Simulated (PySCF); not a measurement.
Isomers of C8H8S, one GFN2-xTB conformer each. Single-point energies are computed at PBE0/pcSseg-1 (PySCF, gas phase, no added dispersion term), electronic only.

Task: Rank them by PBE0/pcSseg-1 energy, lowest first (kJ/mol).
A. `[CH2:1]=[C:2]1[CH:3]=[C:4]([C:5]([CH3:6])=[S:7])[C:8]1=[CH2:9]` with C3–C4–C5–C6 0°
B. `[SH:1][C@H:2]1[CH2:3][c:4]2[cH:5][cH:6][cH:7][cH:8][c:9]21` with H–S1–C2–C3 -161°
C. `[CH:1]1=[C:2]([c:3]2[cH:4][cH:5][cH:6][s:7]2)[CH2:8][CH2:9]1` with C1–C2–C3–C4 179°

Result: B (0.0), C (52.6), A (188.3).

As drawn, the lowest has an aromatic ring and an S–H bond, which the highest lacks; the highest has a C=S bond and a C=C bond outside aromatic rings, which the lowest lacks. GFN2-xTB itself gives, in the same order: 0.0, 46.8, 201.2. Both levels put the same isomer lowest; measured from each level's own lowest isomer, the values differ by up to 12.9 kJ/mol (C=C1C=C(C(C)=S)C1=C: 201.2 against 188.3).

Task: Which frontier levels, dipoles and rotational constants go with these structures?

Result: 
```csv
SMILES,"HOMO (eV, PBE0/pcSseg-1)",LUMO (eV),dipole (D),"A, B, C (MHz)"
S[C@H]1Cc2ccccc21,-6.75,-0.58,1.55,"3159, 994.4, 814.7"
C1=C(c2cccs2)CC1,-6.10,-1.14,0.67,"3801, 924.9, 750.9"
C=C1C=C(C(C)=S)C1=C,-6.40,-3.00,3.18,"2700, 964.4, 713.8"
```
